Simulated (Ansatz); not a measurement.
Ideal-gas functions of `S[SiH]1BN1` at 298.15 K and 1 bar, from an Ansatz frequency run at PBE0-D4/def2-TZVP.

Molar mass 89.0 g/mol, point group C1 (symmetry number 1), electronic degeneracy 1, moments of inertia 36.638, 197.069, 200.174 u Å². Harmonic wavenumbers (cm⁻¹, unscaled): 184, 204, 226, 475, 561, 620, 667, 717, 771, 838, 852, 877, 1065, 1343, 2233, 2701, 2708, 3579.

Use S(trans) = R[1.5 ln M + 2.5 ln T − 1.1517]; rotational temperatures θ = 24.2544 K / I; S(rot) = R[ln(√π/σ · √(T³/θAθBθC)) + 1.5]; for each mode x = 1.438777 ν̃/T, S = R[x/(eˣ − 1) − ln(1 − e⁻ˣ)] and H = RT x/(eˣ − 1); 1 cm⁻¹ = 0.0119627 kJ/mol; R = 8.31446 J/(mol·K).

Question: By hand: the entropy, in J/(mol·K).

Answer: Translation 164.8. Rotation: θ = 0.662, 0.1231, 0.1212 K, giving 107.5. Vibration, mode by mode: 9.57, 8.77, 7.99, 3.03, 2.18, 1.74, 1.45, 1.20, 0.97, 0.75, 0.71, 0.64, 0.30, 0.10, 0.00, 0.00, 0.00, 0.00, in all 39.4. Electronic 0.0. Sum 311.7 J/(mol·K).

Question: By hand: H − E and G − E in kJ/mol, counted from the electronic energy.

Answer: Zero-point energy ½ × 20621 × 0.0119627 = 123.3; thermal vibration 7.3; translation, rotation and pV give 4 RT = 9.9. H − E = 140.5 kJ/mol, and G − E = 140.5 − 298.15 × 311.7/1000 = 47.6 kJ/mol.

Vibration gives 13 % of the entropy. The sum counts one conformer and one mirror image; others add a mixing term.
